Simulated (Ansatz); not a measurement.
Mulliken charges of `CO[SiH]Br` radical from PBE/def2-TZVPP in Ansatz (PBE0-D4/def2-TZVP geometry).

```
atom   x (Å)   y (Å)   z (Å)  charge (e)
  C1  -1.036   0.599  -0.134      -0.135
  O2  -0.315  -0.429   0.514      -0.258
 Si3   1.022  -1.184  -0.037       0.313
 Br4   2.582   0.303  -0.642      -0.205
  H5  -1.502   0.234  -1.053       0.102
  H6  -0.383   1.442  -0.376       0.103
  H7  -1.817   0.937   0.548       0.112
  H8   1.540  -1.959   1.125      -0.032
```

Problem. By hand: the dipole of these point charges (1 e Å = 4.8032 D).

Solution. Σ q r = (-0.434, -0.063, -0.115) e Å, of length 0.453 e Å = 2.18 D.

Problem. How does the dipole of the full density compare? (Best estimate.)

Solution. The calculation gave: (-0.310, 0.055, -0.046) e Å, 1.53 D; the point charges give 1.42 times that, at 19° from its direction.

Point charges leave out the atoms' own dipoles, such as those of lone pairs, and Mulliken's split depends on the basis, so the two needn't agree.
